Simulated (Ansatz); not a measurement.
Consider the redistribution: `BOC(O)[SiH3]` + `C[CH](F)[GeH3]` → `B[CH](F)[GeH3]` + `COC(O)[SiH3]`.

Calculated with Ansatz (gas phase, PBE0-D4/def2-TZVP geometries, no zero-point term in ΔE). CCSD(T)/CBS adds triple-zeta CCSD(T) − MP2 to the extrapolated MP2 energy (def2 sets, frozen cores). Functionals use def2-TZVPP. For Ge outer-core shells are correlated without core-valence functions, which leaves a few kJ/mol of doubt a bond. Scalar relativity is left out up to krypton. One conformer a species, not always the lowest.

`BOC(O)[SiH3]`:

Z-matrix (Å, degrees):
```
C
O 1 1.429
Si 1 1.911 2 108.7
O 1 1.388 2 110.1 3 -117.9
H 1 1.101 2 107.5 3 120.4
B 2 1.343 1 121.9 3 -120.7
H 3 1.486 1 107.8 2 58.4
H 3 1.485 1 109.0 2 177.3
H 3 1.482 1 109.3 2 -61.6
H 4 0.963 1 109.4 2 -69.3
H 6 1.204 2 119.9 1 -1.9
H 6 1.195 2 117.2 1 178.5
```

`C[CH](F)[GeH3]`:

```xyz
11

C     0.059    0.109    1.438
C     0.699    0.130    0.074
F     1.657   -0.884    0.003
Ge   -0.583   -0.139   -1.415
H    -0.470   -0.830    1.612
H     0.816    0.228    2.218
H    -0.657    0.929    1.530
H     1.231    1.074   -0.083
H     0.174   -0.190   -2.751
H    -1.583    1.030   -1.436
H    -1.342   -1.456   -1.189
```

`B[CH](F)[GeH3]`:

```xyz
10

B     0.140   -0.204    1.406
C     0.967   -0.195    0.147
F     1.886    0.811   -0.055
Ge   -0.691    0.201   -1.010
H     0.091    0.747    2.125
H    -0.566   -1.155    1.585
H     1.343   -1.124   -0.287
H    -0.141    1.099   -2.123
H    -1.238   -1.123   -1.554
H    -1.791    0.942   -0.235
```

`COC(O)[SiH3]`:

```xyz
13

C    -0.446   -1.209    1.535
O     0.096   -0.928    0.269
C     0.013    0.418   -0.102
O    -1.308    0.853   -0.327
Si    0.971    0.607   -1.738
H    -0.189   -2.239    1.780
H    -1.538   -1.112    1.541
H    -0.021   -0.545    2.303
H     0.470    1.035    0.693
H    -1.705    1.130    0.502
H     2.363    0.126   -1.548
H     0.297   -0.181   -2.798
H     0.997    2.045   -2.111
```

```json
{"species": "`BOC(O)[SiH3]`", "ωB97M-V energy (Eh)": "-507.10434"}
{"species": "`C[CH](F)[GeH3]`", "ωB97M-V energy (Eh)": "-2257.12892"}
{"species": "`B[CH](F)[GeH3]`", "ωB97M-V energy (Eh)": "-2243.24558"}
{"species": "`COC(O)[SiH3]`", "ωB97M-V energy (Eh)": "-520.92126"}
```

(1) Work out ΔE.

Largest T1 diagnostic among the species: 0.014.

Answers

(1) ΔE = (-2243.24558) + (-520.92126) − (-507.10434) − (-2257.12892) = 0.06642 Eh = +174.4 kJ/mol. CCSD(T)/CBS gives +180.0 kJ/mol.

In def2-TZVPP, CCSD(T) changes the Hartree–Fock value by −11.7 kJ/mol (the triples alone add −2.2 kJ/mol) and MP2 by −8.3 kJ/mol. From PBE to PBE0 (25 % exact exchange), in def2-TZVPP and without D4, ΔE moves by +5.1 kJ/mol.
